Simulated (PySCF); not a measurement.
BP86 on Se⁻ (selenium, charge -1), [Ar] 3d10 4s2 4p5, 2P determinant. Computed with PySCF 2.14 in aug-cc-pVTZ-PP with one added diffuse shell each of s, d, f type with ECP10MDF (7s5p5d3f, 68 functions), with scalar relativity through the core potential.

```
cycle= 1 E= -373.363152895307  delta_E= -0.0122  |g|= 0.0907  |ddm|= 0.415
cycle= 2 E= -373.363338378314  delta_E= -0.000185  |g|= 0.0724  |ddm|= 0.114
cycle= 3 E= -373.364282722279  delta_E= -0.000944  |g|= 0.0153  |ddm|= 0.0823
cycle= 4 E= -373.364460402204  delta_E= -0.000178  |g|= 0.0016  |ddm|= 0.0334
cycle= 5 E= -373.36446302184  delta_E= -2.62e-06  |g|= 0.000109  |ddm|= 0.00418
cycle= 6 E= -373.364463042745  delta_E= -2.09e-08  |g|= 2.89e-05  |ddm|= 0.000596
cycle= 7 E= -373.364463043778  delta_E= -1.03e-09  |g|= 2.71e-06  |ddm|= 9.98e-05
cycle= 8 E= -373.364463043788  delta_E= -9.72e-12  |g|= 4.79e-08  |ddm|= 1.14e-05
converged SCF energy = -373.364463043788  <S^2> = 0.75367095  2S+1 = 2.0036676
```

Highest occupied orbital energy: 0.862 eV; ⟨L²⟩ = 2.03; populations by l: s 4.00, p 11.00, d 10.00, f 0.00.

Problem. Can this result be used?

Solution. With care. The calculation finished and met its thresholds. Energies and moments cover only the electrons outside the core potential. At BP86 the highest occupied level has a positive energy, so only the finite basis holds that electron; in a semilocal or global hybrid functional this comes from self-interaction and does not mean that the real anion is unbound.
